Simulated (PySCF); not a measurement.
## `InChI=1S/C6H10O2/c7-5-3-6(5)1-2-8-4-6/h5,7H,1-4H2/t5-,6-/m0/s1`

Molfile (atoms numbered from 1):
```
C6H10O2
     RDKit          3D

 18 19  0  0  0  0  0  0  0  0999 V2000
   -2.2888    0.7911    1.0469 O   0  0  0  0  0  0  0  0  0  0  0  0
   -1.6429   -0.2336    0.3659 C   0  0  1  0  0  0  0  0  0  0  0  0
   -1.4161   -0.0567   -1.1060 C   0  0  0  0  0  0  0  0  0  0  0  0
   -0.2479   -0.0319   -0.1662 C   0  0  2  0  0  0  0  0  0  0  0  0
    0.8016   -1.1324   -0.1013 C   0  0  0  0  0  0  0  0  0  0  0  0
    2.0974   -0.3380    0.1327 C   0  0  0  0  0  0  0  0  0  0  0  0
    1.7068    0.8762    0.7370 O   0  0  0  0  0  0  0  0  0  0  0  0
    0.5073    1.2632    0.1045 C   0  0  0  0  0  0  0  0  0  0  0  0
   -1.8955    0.8877    1.9226 H   0  0  0  0  0  0  0  0  0  0  0  0
   -1.9004   -1.2314    0.7204 H   0  0  0  0  0  0  0  0  0  0  0  0
   -1.7276    0.8845   -1.5318 H   0  0  0  0  0  0  0  0  0  0  0  0
   -1.5502   -0.9096   -1.7527 H   0  0  0  0  0  0  0  0  0  0  0  0
    0.6051   -1.8092    0.7321 H   0  0  0  0  0  0  0  0  0  0  0  0
    0.8484   -1.7170   -1.0189 H   0  0  0  0  0  0  0  0  0  0  0  0
    2.5972   -0.1348   -0.8261 H   0  0  0  0  0  0  0  0  0  0  0  0
    2.8002   -0.8307    0.8043 H   0  0  0  0  0  0  0  0  0  0  0  0
   -0.0266    1.9467    0.7677 H   0  0  0  0  0  0  0  0  0  0  0  0
    0.7232    1.7825   -0.8428 H   0  0  0  0  0  0  0  0  0  0  0  0
  1  2  1  0
  2  3  1  0
  4  3  1  6
  4  5  1  0
  5  6  1  0
  6  7  1  0
  7  8  1  0
  4  2  1  0
  8  4  1  0
  1  9  1  0
  2 10  1  6
  3 11  1  0
  3 12  1  0
  5 13  1  0
  5 14  1  0
  6 15  1  0
  6 16  1  0
  8 17  1  0
  8 18  1  0
M  END
```

Method: TDDFT CAM-B3LYP/def2-SVPD circular dichroism and optical rotation, one conformer, gas phase (PySCF). Geometry: GFN2-xTB.

The molecule is flexible and this is one conformer; a measurement averages over conformers.

Task: Assign R or S to each stereocentre.

Result: C2 S, C4 S.

Task: List the lowest 12 singlet excitations with oscillator and rotatory strengths.

Result: Rotatory strengths R in 10⁻⁴⁰ esu² cm², velocity form and length form (origin at the centre of mass); f in length form.
| state | E (eV) | λ (nm) | f | R (velocity) | R (length) | main |
| --- | --- | --- | --- | --- | --- | --- |
| 1 | 6.79 | 183 | 0.005 | -10.6 | -10.4 | HOMO→LUMO 0.69, HOMO−1→LUMO 0.15 |
| 2 | 7.10 | 175 | 0.010 | +10.0 | +9.8 | HOMO−1→LUMO 0.56, HOMO→LUMO 0.13 |
| 3 | 7.65 | 162 | 0.009 | -7.7 | -6.5 | HOMO−2→LUMO 0.53, HOMO→LUMO+2 0.15 |
| 4 | 7.75 | 160 | 0.015 | +31.6 | +30.9 | HOMO→LUMO+2 0.42, HOMO−2→LUMO 0.22 |
| 5 | 7.83 | 158 | 0.041 | -1.5 | -1.6 | HOMO→LUMO+1 0.51, HOMO→LUMO+3 0.17 |
| 6 | 7.90 | 157 | 0.008 | -10.5 | -12.2 | HOMO−1→LUMO+1 0.66 |
| 7 | 8.06 | 154 | 0.006 | +0.1 | -0.1 | HOMO→LUMO+3 0.64 |
| 8 | 8.18 | 152 | 0.011 | -10.8 | -11.7 | HOMO−1→LUMO+3 0.56 |
| 9 | 8.36 | 148 | 0.014 | +29.3 | +28.0 | HOMO−1→LUMO+2 0.27, HOMO−1→LUMO+3 0.12 |
| 10 | 8.40 | 148 | 0.002 | +8.0 | +6.0 | HOMO−2→LUMO+2 0.53, HOMO−2→LUMO+1 0.15 |
| 11 | 8.54 | 145 | 0.004 | +13.8 | +15.1 | HOMO→LUMO+4 0.27, HOMO−3→LUMO 0.25 |
| 12 | 8.59 | 144 | 0.032 | -21.3 | -21.2 | HOMO→LUMO+4 0.34, HOMO−2→LUMO+2 0.16 |

For state 7 the two forms differ in sign, so the sign of R isn't settled.

Among the states computed, the strongest CD band (largest |R|) is state 4. The largest dissymmetry factor in size, g = 4R/(D+G), with D and G the electric and magnetic dipole strengths, is +0.053 for state 11 (velocity form, f = 0.003), among bands with |R| over 0.5. The mirror image has the same energies and oscillator strengths and all R with the opposite sign.
